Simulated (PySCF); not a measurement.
Species: C8H6FO (doublet state).
SMILES with atom numbers: `[F:1][CH2:2][C:3]#[C:4][C@@H:5]1[C:6]=[CH:7][O:8][CH:9]=[CH:10]1` (hydrogens: H11, H12 on C2; H13 on C5; H14 on C7; H15 on C9; H16 on C10)

Geometry (GFN2-xTB, Å), atoms numbered from 1 in this order:
```
atom  x, y, z in Å
F1     4.020   -1.334    0.156
C2     3.312   -0.190    0.455
C3     1.927   -0.306    0.048
C4     0.801   -0.478   -0.328
C5    -0.590   -0.603   -0.739
C6    -1.068    0.599   -1.446
C7    -1.931    1.484   -1.038
O8    -2.563    1.386    0.204
C9    -2.327    0.230    0.860
C10   -1.495   -0.733    0.486
H11    3.389   -0.044    1.540
H12    3.802    0.635   -0.075
H13   -0.678   -1.505   -1.364
H14   -2.261    2.354   -1.580
H15   -2.938    0.155    1.750
H16   -1.406   -1.641    1.058
```

Theory: UKS B3LYP, pcH-1 on C F H O, non-relativistic, mean-field spin-orbit, GIAO (PySCF 2.14.0). Geometry: GFN2-xTB; no solvent, vibrations or thermal averaging. The geometry wasn't refined by DFT: couplings that depend on bond lengths, twists or pyramidal angles can differ widely from those at the functional's own minimum. The SCF solution wasn't tested for stability.

Principal values of hyperfine tensors in MHz (contact and dipolar terms together), for some of the nuclei:

```tsv
atom	isotope	A1	A2	A3
C6	13C	328.99	350.68	542.90
C7	13C	38.93	59.05	73.99
C10	13C	28.18	29.49	46.22
H13	1H	25.52	26.86	44.94
H16	1H	22.49	24.84	31.17
H15	1H	11.15	11.96	15.72
O8	17O	-37.09	0.30	5.06
C5	13C	2.96	4.25	22.79
```

Task: Split each tensor into its isotropic and traceless parts, and turn a_iso into mT with g = 2.0022.

Result: a_iso is a third of the trace, T = A − a_iso, and a(mT) = a(MHz)/(g × 13.996).

```tsv
atom	a_iso (MHz)	a_iso (mT)	T1	T2	T3
C6	407.52	14.542	-78.53	-56.85	135.38
C7	57.32	2.046	-18.39	1.73	16.67
C10	34.63	1.236	-6.45	-5.14	11.59
H13	32.44	1.158	-6.92	-5.58	12.50
H16	26.17	0.934	-3.68	-1.33	5.01
H15	12.95	0.462	-1.79	-0.98	2.78
O8	-10.58	-0.377	-26.51	10.87	15.64
C5	10.00	0.357	-7.04	-5.75	12.79
```

Task: What spin density at the nucleus of H13 lies behind its contact coupling (g_N = 5.58569)?

Result: a_FC = 800.24 MHz bohr³ × g_N × ρ(0)/(2S). With a_FC = 32.44 MHz and 2S = 1, ρ(0) = 0.007257 bohr⁻³. In magnitude that is 2.3 % of the 1/π = 0.318 of a free hydrogen atom.

Task: H14 (1H, g_N = 5.58569) isn't in the table. Its spin density at the nucleus is 0.01025 bohr⁻³. What is its contact coupling?

Result: By the same relation, a_FC = 45.8 MHz. Its full tensor has the principal values 39.58, 41.33, 56.50 MHz.

Task: Name the largest traceless tensor T of the table and describe it.

Result: C6: -78.5, -56.8, 135.4 MHz, rhombic: the two smaller values differ by 16 % of the largest.

Task: What first-order splitting does C7 cause when the field lies along A1, A2 or A3 of its tensor (g taken as isotropic, no quadrupole term)?

Result: 2 lines (I = 1/2), spaced by |A_i|/(g × 13.996): 1.39, 2.11, 2.64 mT along the axes of A1, A2 and A3.
